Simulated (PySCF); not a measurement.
Species: C₅H₄F₄O₂.
Atom-mapped SMILES: `[F:1][C@@H:2]1[CH:3]=[CH:4][O:5][C@@H:6]1[O:7][C:8]([F:9])([F:10])[F:11]` (hydrogens: H12 on C2; H13 on C3; H14 on C4; H15 on C6)

The same species was optimised twice, with GFN2-xTB and with PBE0-D3(BJ)/def2-SVP (PySCF), and the same property calculations (PySCF, gas phase) were run on both structures.

| coordinate | GFN2-xTB | PBE0-D3(BJ)/def2-SVP | change |
| --- | --- | --- | --- |
| C6–O7 (Å) | 1.424 | 1.398 | -0.026 |
| O7–C8 (Å) | 1.325 | 1.345 | +0.020 |
| C4–O5 (Å) | 1.369 | 1.357 | -0.012 |
| O5–C6 (Å) | 1.399 | 1.410 | +0.011 |
| C3=C4 (Å) | 1.324 | 1.334 | +0.010 |
| C2–C3 (Å) | 1.503 | 1.494 | -0.009 |
| C8–F9 (Å) | 1.324 | 1.315 | -0.009 |
| C8–F10 (Å) | 1.346 | 1.337 | -0.009 |
| C8–F11 (Å) | 1.338 | 1.330 | -0.008 |
| C2–C6 (Å) | 1.557 | 1.558 | +0.001 |
| F1–C2 (Å) | 1.366 | 1.365 | -0.001 |
| F9–C8–F11 (°) | 107.1 | 109.0 | +1.9 |
| O7–C8–F11 (°) | 114.4 | 112.6 | -1.8 |
| F9–C8–F10 (°) | 107.1 | 108.7 | +1.6 |
| O7–C8–F10 (°) | 113.2 | 111.6 | -1.6 |
| F10–C8–F11 (°) | 105.4 | 106.9 | +1.5 |
| O7–C8–F9 (°) | 109.2 | 107.9 | -1.3 |
| C2–C6–O7 (°) | 107.4 | 108.4 | +1.0 |
| C3–C4–O5 (°) | 114.4 | 115.2 | +0.8 |
| O5–C6–O7–C8 (°) | 73 | 87 | +14 |
| C6–O7–C8–F9 (°) | 174 | 179 | +5 |

Rotational constants: A = 2076, B = 793.1, C = 668.9 MHz (GFN2-xTB) against A = 2101, B = 780.3, C = 657.2 MHz (PBE0-D3(BJ)/def2-SVP). Point groups within 0.08 Å: C1 and C1.

On the GFN2-xTB structure: HOMO (eV) -7.55 [PBE0/pcSseg-1]; LUMO (eV) -0.44 [PBE0/pcSseg-1]; dipole (D) 3.66 [PBE0/pcSseg-1]; GIAO shielding of F1 (ppm) 396.7 [PBE0/pcSseg-1]; GIAO shielding of C2 (ppm) 89.4 [PBE0/pcSseg-1]; GIAO shielding of C3 (ppm) 78.8 [PBE0/pcSseg-1]; GIAO shielding of C4 (ppm) 29.0 [PBE0/pcSseg-1]; GIAO shielding of O5 (ppm) 160.2 [PBE0/pcSseg-1]; GIAO shielding of C6 (ppm) 86.9 [PBE0/pcSseg-1]; GIAO shielding of O7 (ppm) 181.9 [PBE0/pcSseg-1]; GIAO shielding of C8 (ppm) 56.0 [PBE0/pcSseg-1].

Task: What do these properties become on the PBE0-D3(BJ)/def2-SVP structure?

Result: 
| property | level | on GFN2-xTB | on PBE0-D3(BJ)/def2-SVP | change |
| --- | --- | --- | --- | --- |
| HOMO (eV) | PBE0/pcSseg-1 | -7.55 | -7.38 | +0.17 |
| LUMO (eV) | PBE0/pcSseg-1 | -0.44 | -0.33 | +0.11 |
| dipole (D) | PBE0/pcSseg-1 | 3.66 | 3.23 | -0.43 |
| energy, GFN2-xTB geometry as zero (kcal/mol) | PBE0/pcSseg-1 | 0.0 | -1.0 | -1.0 |
| GIAO shielding of F1 (ppm) | PBE0/pcSseg-1 | 396.7 | 392.7 | -4.0 |
| GIAO shielding of C2 (ppm) | PBE0/pcSseg-1 | 89.4 | 92.0 | +2.6 |
| GIAO shielding of C3 (ppm) | PBE0/pcSseg-1 | 78.8 | 79.4 | +0.6 |
| GIAO shielding of C4 (ppm) | PBE0/pcSseg-1 | 29.0 | 26.8 | -2.2 |
| GIAO shielding of O5 (ppm) | PBE0/pcSseg-1 | 160.2 | 156.9 | -3.3 |
| GIAO shielding of C6 (ppm) | PBE0/pcSseg-1 | 86.9 | 88.2 | +1.3 |
| GIAO shielding of O7 (ppm) | PBE0/pcSseg-1 | 181.9 | 180.0 | -1.9 |
| GIAO shielding of C8 (ppm) | PBE0/pcSseg-1 | 56.0 | 56.6 | +0.6 |

The heavy atoms differ by 0.169 Å rms after alignment. Among bonds between heavy atoms C6–O7 changes most (-0.026 Å). Changes are differences of the printed values. Neither structure is proved a minimum here.

Conformer computed: `[F:1][C@@H:2]1[CH:3]=[CH:4][O:5][C@@H:6]1[O:7][C:8]([F:9])([F:10])[F:11]`: O5–C6–O7–C8 87°, C6–O7–C8–F9 179°.
